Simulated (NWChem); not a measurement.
A series in which one site is exchanged, each optimised at PBE0/def2-SVP with NWChem, gas phase unless a solvent is named. This build's default masses of Se (78.918 u) and Br (79.917 u) are each other's, which moves their modes by up to 0.6 %. For some, no frequency run checked for a minimum. def2 effective core potentials on Cd; no spin-orbit coupling.

A: [SiH3][Cd][Cl] (CdSiH₃Cl; site = Cd)
B: [SiH3][Zn][Cl] (ZnSiH$_{3}$Cl; site = Zn)
C: [SiH3][Se]Cl (SiH$_{3}$SeCl; site = Se)
D: [SiH3][Mg][Cl] (MgSiH₃Cl; site = Mg)

```csv
quantity,A,B,C,D
"dipole (D), PBE0/def2-SVP",2.50,1.99,[?],1.38
"orbital gap (eV), PBE0/def2-SVP",7.06,7.67,[?],6.37
"vertical ionisation energy, ΔSCF, PBE/def2-SVP (eV)",9.85,10.01,[?],9.44
"static polarisability, PBE/def2-SVPD (bohr³)",84.0,75.7,[?],80.9
"lowest singlet excitation, PBE/def2-SVPD, TDA (eV)",5.27,5.64,[?],5.29
```

**Question.** Fill in the missing entries.

**Answer.** 
- dipole (D), PBE0/def2-SVP, C: 1.80
- orbital gap (eV), PBE0/def2-SVP, C: 4.55
- vertical ionisation energy, ΔSCF, PBE/def2-SVP (eV), C: 8.92
- static polarisability, PBE/def2-SVPD (bohr³), C: 74.7
- lowest singlet excitation, PBE/def2-SVPD, TDA (eV), C: 2.66
